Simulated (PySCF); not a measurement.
Si(F)(H)(SMe)2 (C₂H₇FS₂Si), SMILES CS[SiH](F)SC.

The structure is a stationary point at B3LYP-D3(BJ)/def2-SVP. The values are those of a single conformer.

Two levels are set side by side: TDDFT-PBE/def2-SVPD (PySCF) and TDDFT-PBE0/def2-SVPD (PySCF). Vertical, same geometry. The lowest singlet is HOMO→LUMO 99 % with PBE and HOMO→LUMO 92 % with the other functional; states are paired by order. Differences are taken from unrounded values.

| quantity | TDDFT-PBE0 |
|---|---|
| lowest singlet excitation (eV) | 5.41 |
| lowest triplet excitation (TDA) (eV) | 5.06 |

What does TDDFT-PBE give, and how far is it from TDDFT-PBE0? (An estimate is asked for; the answer gives what the named calculation found.)


```json
[
 {"quantity": "lowest singlet excitation (eV)", "TDDFT-PBE": "4.91", "TDDFT-PBE minus TDDFT-PBE0": "-0.50"},
 {"quantity": "lowest triplet excitation (TDA) (eV)", "TDDFT-PBE": "4.67", "TDDFT-PBE minus TDDFT-PBE0": "-0.39"}
]
```

A lower first singlet is the usual sign of a functional without exact exchange. Differences between two approximate levels are no errors against the true value.

Rough cost on one machine, each run with all the roots and properties that it gave: TDDFT-PBE0 against TDDFT-PBE about 4 times.
